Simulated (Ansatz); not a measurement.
MnO₂⁻: single points at one geometry.

```yaml
crystal:
  periodic: [false, false, false]
  atoms:
    - {symbol: Mn, position_ang: [-0.072068, -0.268713, 0.224299]}
    - {symbol: O, position_ang: [-0.986782, -0.411509, -1.094730]}
    - {symbol: O, position_ang: [1.058849, 0.680221, 0.870430]}
basis:
  gaussian: {orbitals: def2-TZVPD, initial_orbitals: start.molden}
total_charge: -1
magnetization: {spin_polarized: true, initial_magnetization: 2}
hamiltonian: {xc: {name: wB97M-V}}
scf: {omitted_lower_state_checks: [starts]}
output: {orbitals: {seedname: orbitals}}
```

The file start.molden holds the orbitals of an earlier run on this structure, at another level or in another basis.

```sh
$ ansatz run in.yaml --threads 4 --pin off --events-out ev --progress --plain --max-ram 3916MiB
```

It prints (some lines left out):

```
Functional definition: wB97M-V
834 factors; their error is unknown
187 factors; integrals over basis functions are off by at most 4.5e-5 eV
mean field evaluation 1: about -35413.0795 eV, gradient 6.5e0 eV
mean field evaluation 2: about -35413.1499 eV, gradient 2.2e-1 eV
mean field evaluation 4: about -35413.2764 eV, gradient 3.3e-1 eV
mean field evaluation 8: about -35413.2804 eV, gradient 2.0e-2 eV
mean field evaluation 16: about -35413.2804 eV, gradient 1.4e-5 eV
mean field -35413.28040753 eV, -1301.4140509930 hartree, gradient 5.6e-6 eV, S^2 2.053787; 0 other end points of the search recorded, 0 dependent functions left out
reference -35413.28045161 eV, -1301.4140526130 hartree; 22, 20 occupied and 106, 108 virtual orbitals, 834 factors
Total energy: -35413.28045161 eV, -1301.4140526130 hartree
Checks for a lower state left out: starts
```

Run time 41 s (4 threads of Arm Neoverse N1 on a shared host), peak host memory 0.57 GiB.

First input, but with `hamiltonian: {xc: {name: B3LYP}, dispersion: d4}` (abridged; 10 s):

```
Functional definition: B3LYP
mean field evaluation 16: about -35417.6663 eV, gradient 1.6e-5 eV
mean field -35417.66626014 eV, -1301.5752281037 hartree, gradient 1.8e-6 eV, S^2 2.054168
Total energy: -35417.75819858 eV, -1301.5786067792 hartree
Checks for a lower state left out: starts
```

First input, but with `hamiltonian: {xc: {name: BHLYP}, dispersion: d4}` (abridged; 24 s):

```
Functional definition: BHLYP
mean field evaluation 16: about -35412.0836 eV, gradient 9.7e-2 eV
mean field evaluation 32: about -35412.0885 eV, gradient 5.4e-3 eV
mean field -35412.08856121 eV, -1301.3702514488 hartree, gradient 5.0e-6 eV, S^2 2.537337; 1 other end points of the search recorded, 0 dependent functions left out
Total energy: -35412.16403426 eV, -1301.3730250322 hartree
Checks for a lower state left out: starts
```

As the first input, with `gaussian: {orbitals: 6-31G}`, `hamiltonian: {xc: hf}` (abridged; 0.85 s):

```
Functional definition: HF
mean field evaluation 16: about -35353.2114 eV, gradient 5.8e-1 eV
mean field evaluation 32: about -35355.0151 eV, gradient 4.2e-1 eV
mean field -35355.03218554 eV, -1299.2734683169 hartree, gradient 2.6e-6 eV, S^2 4.421625; 1 other end points of the search recorded, 0 dependent functions left out
Total energy: -35355.03218554 eV, -1299.2734683169 hartree
Checks for a lower state left out: starts
```

First input, but with `hamiltonian: {xc: pbe, dispersion: d4}` (abridged; 4.1 s):

```
Functional definition: PBE
mean field evaluation 16: about -35407.7492 eV, gradient 2.3e-5 eV
mean field -35407.74915298 eV, -1301.2107811377 hartree, gradient 2.4e-6 eV, S^2 2.040273
Total energy: -35407.80496331 eV, -1301.2128321293 hartree
Checks for a lower state left out: starts
```

As the first input, with `hamiltonian: {xc: pbe0, dispersion: d4}` and without the key `scf` (abridged; 27 s):

```
Functional definition: PBE0
mean field evaluation 16: about -35406.1217 eV, gradient 1.3e-5 eV
mean field evaluation 32: about -35405.9096 eV, gradient 1.9e-1 eV
mean field evaluation 64: about -35405.9842 eV, gradient 7.9e-1 eV
mean field evaluation 96: about -35406.1208 eV, gradient 3.0e-2 eV
mean field -35406.12166314 eV, -1301.1509719892 hartree, gradient 6.3e-6 eV, S^2 2.293148; 11 other end points of the search recorded, 0 dependent functions left out
Total energy: -35406.16828682 eV, -1301.1526853779 hartree
```

Geometry: PBE0-D4/def2-TZVPD.

The 6-31G sets use Cartesian d functions. B3LYP takes the VWN-RPA correlation. At BHLYP-D4/def2-TZVPD, HF/6-31G, PBE0-D4/def2-TZVPD the charge -1 triplet is spin-contaminated (final ⟨S²⟩ up to 4.42, 2.00 for a pure state). At HF/6-31G, PBE-D4/def2-TZVPD the highest occupied level of the charge -1 triplet lies above zero (up to 1.27 eV). In Hartree–Fock with 6-31G the lack of diffuse functions raises the level. It is a level of β spin, whose loss leaves a quartet; that state wasn't run at this geometry and level. The electron is either unbound and held by the finite basis, or the level is raised by self-interaction error. At PBE0-D4/def2-TZVPD a quintet of charge -1 lies 0.68 eV below the triplet, each at its own geometry. The structure comes from a short search, and lower isomers may exist.
